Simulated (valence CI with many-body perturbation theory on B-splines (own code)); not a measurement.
## Questions on Hg8+

Calculated by configuration interaction combined with many-body perturbation theory (CI+MBPT): four valence electrons over a frozen Dirac-Fock core [Xe] 4f14, radial functions for each j: 9 s, 9 p, 10 d, 8 f, 5 g, 3 h, 1 i, with the one-electron correlation potential Σ1, the two-electron term Σ2, the three-electron term Σ3, Breit, model QED; selected CI, second order for the rest, scaled by the run's own slope (own B-spline code, finite nucleus).

No measured levels were compared; by estimate terms of the open shell hold to 2 to 4 % of their energy, and close levels can change places; different configurations can be misplaced against each other by 1,000 to 8,000 cm⁻¹. Core correlation moves these levels by up to 17000 cm⁻¹, and in measured spectra 5 to 20 % of such shifts remained as error; rates that hang on mixing are uncertain with them. Only levels of the ground parity were solved; by the run's estimate the other parity begins above the list, which can be wrong where configurations are misplaced.

Levels are named by their leading jj configuration (3d3/2^4 stands for four electrons in 3d with j = 3/2), which in mixed levels can hold well under half, so a name can repeat and another be missing.

Rates and lifetimes use the calculated energies. Strong lines usually hold to 10 to 20 %, long lifetimes can be off by a factor of two.

(1) What is the ground level?

(2) What is the ionisation energy?

(3) Name the longest-lived excited levels whose lifetime is computed, and their main decay.

(4) How well does LS coupling describe the low levels?

Results:

(1) (5d3/2^4) J=0, composition 49 % 5d⁴ ⁵D + 44 % 5d⁴ ³P + 6 % 5d⁴ ¹S.

(2) 135.2 eV; NIST lists 134 ± 2.2 eV (theoretical).

(3) (5d3/2^3 5d5/2) J=4 at 25953 cm⁻¹ lives 151 s, mostly by M1 to (5d3/2^3 5d5/2) J=3; (5d3/2^2 5d5/2^2) J=6 at 49803 cm⁻¹ lives 2.14 s, mostly by M1 to (5d3/2^2 5d5/2^2) J=5; (5d3/2^3 5d5/2) J=3 at 25183 cm⁻¹ lives 230 ms, mostly by M1 to (5d3/2^3 5d5/2) J=2.

(4) Among the lowest 20 levels the leading LS term, summed over configurations, holds 57 % on average. For single configurations the figures are 57 % in LS and 77 % in jj coupling. Terms mix most in the J = 4 level at 25953 cm⁻¹, where the leading one holds 34 %.
